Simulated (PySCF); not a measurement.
Isomers of C6H11NOSi2, mass 169.038 u with the commonest isotopes. Method used: PBE0-D3(BJ)/def2-SVP geometry optimisation, gas phase in PySCF 2.14.0. One conformer each, none proved a minimum here; rigid rotors.

**Question.** Order these by rotational constant B, largest first.
A. `[SiH3:1][NH:2][SiH2:3][O:4][c:5]1[cH:6][cH:7][cH:8][cH:9][cH:10]1` with Si1–N2–Si3–O4 84°, N2–Si3–O4–C5 -179°, Si3–O4–C5–C6 0°
B. `[CH2:1]=[CH:2]/[C:3]([SiH3:4])=[C:5](/[SiH3:6])[O:7][CH2:8][C:9]#[N:10]` with C1–C2–C3–Si4 7°, C3–C5–O7–C8 -144°, C5–O7–C8–C9 151°
C. `[N:1]#[C:2]/[CH:3]=[CH:4]/[CH2:5][Si@@H:6]1[CH2:7][CH2:8][SiH2:9][O:10]1` with C3–C4–C5–Si6 78°, C4–C5–Si6–C7 46°, C5–Si6–C7–C8 -138°, Si6–C7–C8–Si9 32°, C7–C8–Si9–O10 -28°, C8–Si9–O10–Si6 13°

**Answer.** C (671.7 MHz), B (607.0 MHz), A (389.5 MHz).

**Question.** Order these by out-of-plane moment Σ m c² = (Ia + Ib − Ic)/2, largest first.
A. `[N:1]#[C:2]/[CH:3]=[CH:4]/[CH2:5][Si@@H:6]1[CH2:7][CH2:8][SiH2:9][O:10]1` with C3–C4–C5–Si6 78°, C4–C5–Si6–C7 46°, C5–Si6–C7–C8 -138°, Si6–C7–C8–Si9 32°, C7–C8–Si9–O10 -28°, C8–Si9–O10–Si6 13°
B. `[CH2:1]=[CH:2]/[C:3]([SiH3:4])=[C:5](/[SiH3:6])[O:7][CH2:8][C:9]#[N:10]` with C1–C2–C3–Si4 7°, C3–C5–O7–C8 -144°, C5–O7–C8–C9 151°
C. `[SiH3:1][NH:2][SiH2:3][O:4][c:5]1[cH:6][cH:7][cH:8][cH:9][cH:10]1` with Si1–N2–Si3–O4 84°, N2–Si3–O4–C5 -179°, Si3–O4–C5–C6 0°

**Answer.** A (103.52 u·Å²), C (30.34 u·Å²), B (18.37 u·Å²).

**Question.** Order these by radius of gyration √(Σ m r²/M), smallest first.
A. `[CH2:1]=[CH:2]/[C:3]([SiH3:4])=[C:5](/[SiH3:6])[O:7][CH2:8][C:9]#[N:10]` with C1–C2–C3–Si4 7°, C3–C5–O7–C8 -144°, C5–O7–C8–C9 151°
B. `[SiH3:1][NH:2][SiH2:3][O:4][c:5]1[cH:6][cH:7][cH:8][cH:9][cH:10]1` with Si1–N2–Si3–O4 84°, N2–Si3–O4–C5 -179°, Si3–O4–C5–C6 0°
C. `[N:1]#[C:2]/[CH:3]=[CH:4]/[CH2:5][Si@@H:6]1[CH2:7][CH2:8][SiH2:9][O:10]1` with C3–C4–C5–Si6 78°, C4–C5–Si6–C7 46°, C5–Si6–C7–C8 -138°, Si6–C7–C8–Si9 32°, C7–C8–Si9–O10 -28°, C8–Si9–O10–Si6 13°

**Answer.** C (2.458 Å), A (2.683 Å), B (2.909 Å).

| SMILES | point group | Ia (u·Å²) | Ib (u·Å²) | Ic (u·Å²) | κ | μa (D) | μb (D) | μc (D) |
| --- | --- | --- | --- | --- | --- | --- | --- | --- |
| C=C/C([SiH3])=C(/[SiH3])OCC#N | C1 | 403.09 | 832.53 | 1198.87 | -0.55 | 1.96 | 2.57 | 0.29 |
| N#C/C=C/C[Si@@H]1CC[SiH2]O1 | C1 | 372.08 | 752.34 | 917.38 | -0.70 | 3.79 | 2.84 | 0.73 |
| [SiH3]N[SiH2]Oc1ccccc1 | C1 | 163.63 | 1297.64 | 1400.58 | -0.98 | 0.67 | 0.49 | 0.71 |
